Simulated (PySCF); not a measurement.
C2H9N3Si. Atoms are numbered in the order given.

```xyz
15

C      3.0810     0.3133    -0.5938
C      1.7774     0.0959     0.1214
N      0.6452     0.0784    -0.4697
Si    -0.8758    -0.1529     0.4187
N     -1.6808    -1.3828    -0.4992
N     -1.9383     1.2154     0.4766
H      3.7636    -0.5474    -0.4238
H      2.9102     0.4469    -1.6786
H      3.6027     1.2051    -0.1836
H      1.8832    -0.0515     1.2348
H     -0.5473    -0.4309     1.8742
H     -2.5267    -1.8252    -0.1352
H     -1.1081    -2.0447    -1.0270
H     -1.7690     1.9530     1.1641
H     -2.2818     1.6043    -0.4056
```

Coordinates come from a PBE-D3(BJ)/def2-SVP optimisation. The structure was generated by enumeration; whether it is a known compound was not checked. The values are those of a single conformer.

The numbers are results of PBE-D3(BJ)/def2-SVP (PySCF), not measurements.

Frequencies are harmonic and unscaled.

```tsv
mode	ν (cm⁻¹)	IR (km/mol)	moving atoms (share of kinetic energy)
1	69	3.0	N 47 %, H 36 %, C 12 %
2	117	1.5	H 57 %, C 24 %, N 17 %
3	138	3.7	N 42 %, H 28 %, C 19 %, Si 11 %
4	176	1.3	H 73 %, C 18 %, N 9 %
5	194	1.8	H 49 %, N 35 %, C 14 %
6	237	7.4	H 82 %, N 12 %
7	294	54.1	N 51 %, H 36 %
8	328	17.6	H 48 %, N 22 %, Si 17 %, C 13 %
9	349	97.1	H 66 %, N 26 %
10	390	65.1	H 58 %, N 28 %, Si 11 %
11	401	105.7	H 49 %, C 22 %, N 18 %, Si 11 %
12	436	107.0	H 48 %, C 18 %, N 18 %, Si 16 %
13	691	63.0	N 43 %, H 40 %, Si 9 %
14	719	32.8	H 84 %, N 15 %
15	772	29.4	H 71 %, N 20 %, Si 8 %
16	795	12.7	N 47 %, H 39 %, Si 13 %
17	812	15.4	H 82 %, C 10 %
18	863	99.4	H 50 %, N 27 %, Si 20 %
19	866	176.2	H 60 %, N 22 %, Si 16 %
20	930	189.6	H 50 %, Si 29 %, N 18 %
21	948	78.4	H 37 %, C 29 %, N 21 %, Si 13 %
22	1052	0.0	H 55 %, C 43 %
23	1094	11.4	C 57 %, H 40 %
24	1308	10.0	H 77 %, C 23 %
25	1349	8.1	H 79 %, C 13 %
26	1383	22.4	H 94 %
27	1396	9.1	H 96 %
28	1477	81.4	H 88 %, N 11 %
29	1482	24.2	H 89 %, N 11 %
30	1714	241.2	C 57 %, N 40 %
31	2078	185.0	H 97 %
32	2812	90.6	H 92 %
33	2958	9.6	H 97 %
34	3033	6.6	H 91 %, C 9 %
35	3093	6.6	H 90 %, C 10 %
36	3486	18.1	H 96 %
37	3502	24.1	H 96 %
38	3589	17.8	H 91 %, N 9 %
39	3604	23.4	H 91 %, N 9 %
```
